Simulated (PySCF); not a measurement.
Can point charges reproduce the dipole moment of `Cc1nncc([SiH3])n1`?

Coordinates (GFN2-xTB, Å) and charges (e) from the PBE0/pcSseg-1 density (PySCF):

| atom | x | y | z | Mulliken | IAO | Hirshfeld | ESP-fitted |
| --- | --- | --- | --- | --- | --- | --- | --- |
| C1 | -2.627 | -0.490 | 0.380 | -0.1509 | -0.4399 | -0.1206 | -0.7830 |
| C2 | -1.339 | 0.203 | 0.098 | +0.1739 | +0.2489 | +0.1282 | +1.1820 |
| N3 | -1.383 | 1.499 | -0.173 | -0.2451 | -0.1836 | -0.1079 | -0.5185 |
| N4 | -0.275 | 2.134 | -0.428 | -0.1932 | -0.1203 | -0.0898 | -0.2406 |
| C5 | 0.867 | 1.478 | -0.414 | +0.1077 | -0.0607 | +0.0037 | +0.1843 |
| C6 | 0.921 | 0.110 | -0.113 | -0.1461 | -0.1278 | -0.0160 | +0.2445 |
| Si7 | 2.501 | -0.939 | -0.063 | +0.5738 | +0.6156 | +0.3244 | +0.2590 |
| N8 | -0.217 | -0.519 | 0.144 | -0.4135 | -0.2832 | -0.1443 | -0.7684 |
| H9 | -3.457 | 0.171 | 0.154 | +0.1370 | +0.1683 | +0.0512 | +0.1704 |
| H10 | -2.693 | -1.401 | -0.211 | +0.1372 | +0.1671 | +0.0539 | +0.1999 |
| H11 | -2.662 | -0.771 | 1.432 | +0.1422 | +0.1686 | +0.0563 | +0.1971 |
| H12 | 1.754 | 2.052 | -0.639 | +0.1053 | +0.1673 | +0.0600 | +0.0387 |
| H13 | 3.621 | -0.014 | 0.120 | -0.0962 | -0.1194 | -0.0717 | -0.0843 |
| H14 | 2.378 | -1.880 | 1.043 | -0.0655 | -0.0964 | -0.0617 | -0.0298 |
| H15 | 2.606 | -1.624 | -1.352 | -0.0667 | -0.1044 | -0.0654 | -0.0512 |

**Question.** Form Σ q r in debye for every column and set it beside the full dipole.

**Answer.** The full density gives (1.71, -1.97, 0.25) D, 2.62 D in size; dipole vectors point from the negative to the positive end.

| scheme | μx | μy | μz | size (D) | share of the full size (%) | angle to the full dipole (°) |
| --- | --- | --- | --- | --- | --- | --- |
| Mulliken | 1.56 | -3.27 | 0.48 | 3.65 | 140 | 16 |
| IAO | 2.01 | -2.11 | 0.25 | 2.93 | 112 | 3 |
| Hirshfeld | 0.99 | -1.24 | 0.18 | 1.60 | 61 | 2 |
| ESP-fitted | 1.74 | -1.90 | 0.23 | 2.59 | 99 | 2 |

**Question.** Which set comes closest?

**Answer.** Length of the difference vector: ESP-fitted 0.08 D, IAO 0.34 D, Hirshfeld 1.03 D, Mulliken 1.33 D. Closest: ESP-fitted. ESP charges are fitted to the potential around the molecule, whose slowest-falling term is the dipole's. The schemes that divide the density aren't constrained to reproduce the dipole.

**Question.** What is left for the Hirshfeld atoms' own dipoles?

**Answer.** The Hirshfeld atoms' densities add up to the full density, so μ = Σ q r + Σ (atomic dipoles). The atomic dipoles sum to (1.71, -1.97, 0.25) − (0.99, -1.24, 0.18) = (0.72, -0.73, 0.07) D, 1.03 D in size.

**Question.** With the origin at the mean of the coordinates, (0.000, 0.001, -0.001) Å, which are the largest single terms, by size, of the ESP-fitted dipole along the direction of the full one?

**Answer.** C2 -5.77, N3 +5.09, C1 +4.93, Si7 +2.90, N4 +2.11 D; all 15 atoms together +2.59 D. The single terms depend on the origin, their sum doesn't.

**Question.** Give the size of the full dipole in other units.

**Answer.** 2.62 D = 1.030 au = 0.545 e·Å = 8.73 × 10⁻³⁰ C·m.

Isolated species at its GFN2-xTB geometry, gas phase.
